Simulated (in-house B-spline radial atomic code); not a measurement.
Configurations of In VI (In5+), with energies counted from [Kr] 4d8. Method: scalar-relativistic (X2C) CAM-B3LYP, spin-polarised, spherical fractional occupations, exact exchange averaged over the configuration, Fermi nucleus of rms radius 4.6156 fm. Calculated with a B-spline radial code for spherical atoms. Shells without spins written out take the highest spin.

Occupations are held fixed; configurations that lie above the ionisation limit could autoionise.

```json
{"configuration": "[Kr] 4d7 5d1", "E - E(ref) (eV)": "51.701", "highest orbital": "5d up", "its <r> (bohr)": "2.693"}
{"configuration": "[Ar] 3d10 4s2 4p5 4d8 5p1", "E - E(ref) (eV)": "99.628", "highest orbital": "5p up", "its <r> (bohr)": "2.148"}
{"configuration": "[Ar] 3d10 4s2 4p5 4d8 5f1", "E - E(ref) (eV)": "130.92", "highest orbital": "5f up", "its <r> (bohr)": "3.881"}
```

Q: Order these further configurations by energy, lowest first.
A. [Ar] 3d10 4s2 4p5 4d8 5d1
B. [Ar] 3d10 4s2 4p5 4d8 4f1
C. [Ar] 3d10 4s2 4p5 4d9
D. [Kr] 4d7 5f1

A: C (63.325 eV), D (67.056 eV), A (115.55 eV), B (116.35 eV).
